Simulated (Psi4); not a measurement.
MoO4 (SMILES [O]=[Mo-2](=[O])(=[O])=[O]), charge -2, singlet, geometry from GFN2-xTB (such geometries of metal compounds can be far from the true shape) (core potentials on Mo) (a gas-phase anion, which may not be bound at this level); WB97X-V/def2-SVP run with Psi4.

Here is a job for Psi4.
```
memory 2 GB

molecule mol {
-2 1
  Mo    0.000000   -0.000000    0.000000
  O     1.391967   -0.302508   -0.960574
  O     0.477889    0.296695    1.623385
  O    -0.831045    1.373337   -0.612451
  O    -1.038811   -1.367524   -0.050360
}

set basis def2-svp
set reference rks
set scf_type pk
set puream true
set d_convergence 1e-8
set dft_radial_points 99
set dft_spherical_points 590

energy('wb97x-v')
print_variables()
```

Q: What does Psi4 print? Leave out banner, timings and long lists.

A: 
```
   => Loading Basis Set <=

    Name: DEF2-SVP
    Role: ORBITAL
    Keyword: BASIS

    !!!  WARNING: ECP capability is in beta. Please check occupations closely.  !!!

         ---------------------------------------------------------
                                   SCF
               by Justin Turney, Rob Parrish, Andy Simmonett
                          and Daniel G. A. Smith
                              RKS Reference
         ---------------------------------------------------------

  ==> Geometry <==

    Molecular point group: c1
    Full point group: C1

    Geometry (in Angstrom), charge = -2, multiplicity = 1:

       Center              X                  Y                   Z               Mass
    ------------   -----------------  -----------------  -----------------  -----------------
         MO          -0.000000000000     0.000000000000    -0.000000000000    97.905404820000
         O            1.391967000000    -0.302508000000    -0.960574000000    15.994914619570
         O            0.477889000000     0.296695000000     1.623385000000    15.994914619570
         O           -0.831045000000     1.373337000000    -0.612451000000    15.994914619570
         O           -1.038811000000    -1.367524000000    -0.050360000000    15.994914619570

  Running in c1 symmetry.

  Rotational constants: A =      0.13389  B =      0.13389  C =      0.13389 [cm^-1]
  Rotational constants: A =   4014.04113  B =   4014.03993  C =   4014.03916 [MHz]
  Nuclear repulsion =  210.414387447050558

  Charge       = -2
  Multiplicity = 1
  Electrons    = 48
  Nalpha       = 24
  Nbeta        = 24

  ==> Algorithm <==

  SCF Algorithm Type is PK.
  DIIS enabled.
  MOM disabled.
  Fractional occupation disabled.
  Guess Type is SAD.
  Energy threshold   = 1.00e-06
  Density threshold  = 1.00e-08
  Integral threshold = 1.00e-12

  ==> Primary Basis <==

  Basis Set: DEF2-SVP
    Blend: DEF2-SVP
    Number of shells: 35
    Number of basis functions: 87
    Number of Cartesian functions: 96
    Spherical Harmonics?: true
    Max angular momentum: 3

  Core potential: DEF2-SVP
    Number of shells: 4
    Number of ECP primitives: 14
    Number of ECP core electrons: 28
    Max angular momentum: 3

  ==> DFT Potential <==

   => LibXC <=

    Version 7.1.2
    S. Lehtola, C. Steigemann, M. J. T. Oliveira, and M. A. L. Marques,  SoftwareX 7, 1–5 (2018) (10.1016/j.softx.2017.11.002)

   => Composite Functional: WB97X-V <=

[...]
   @RKS iter   9:  -368.79150238712737   -1.26384e-07   5.73403e-06 DIIS
   @RKS iter  10:  -368.79150249732282   -1.10195e-07   6.72900e-07 DIIS
   @RKS iter  11:  -368.79150250237848   -5.05565e-09   2.00216e-07 DIIS
   @RKS iter  12:  -368.79150250286409   -4.85613e-10   6.36067e-08 DIIS
   @RKS iter  13:  -368.79150250292952   -6.54268e-11   1.06863e-08 DIIS
   @RKS iter  14:  -368.79150250293139   -1.87583e-12   3.29685e-09 DIIS
  Energy and wave function converged.

  ==> Post-Iterations <==

   Electrons on quadrature grid:
      Ntotal   =   47.9999978607 ; deviation = -2.139e-06

    Orbital Energies [Eh]
    ---------------------

    Doubly Occupied:

[...]
    Virtual:

[...]
    Final Occupation by Irrep:
              A
    DOCC [    24 ]
    NA   [    24 ]
    NB   [    24 ]

  @RKS Final Energy:  -368.79150250293139

   => Energetics <=

    Nuclear Repulsion Energy =            210.4143874470505580
    One-Electron Energy =                -970.6424810376227015
    Two-Electron Energy =                 420.9581780923088559
    DFT Exchange-Correlation Energy =     -29.7063082906045324
    Empirical Dispersion Energy =           0.0000000000000000
    VV10 Nonlocal Energy =                  0.1847212859363850
    Total Energy =                       -368.7915025029313938

Computation Completed

Properties will be evaluated at   0.000000,   0.000000,   0.000000 [a0]

Properties computed using the SCF density matrix

 Multipole Moments:

 ------------------------------------------------------------------------------------
     Multipole            Electronic (a.u.)      Nuclear  (a.u.)        Total (a.u.)
 ------------------------------------------------------------------------------------

 L = 1.  Multiply by 2.5417464519 to convert [e a0] to [Debye]
 Dipole X            :          0.0000242            0.0000000            0.0000242
 Dipole Y            :         -0.0000066            0.0000000           -0.0000066
 Dipole Z            :          0.0000009            0.0000000            0.0000009
 Magnitude           :                                                    0.0000250

 ------------------------------------------------------------------------------------

  Variable Map:
  ----------------------------------------------------------------------------
[...]
  Array Variable Map:
  ----------------------------------------------------------------------------
[...]
[...]
```
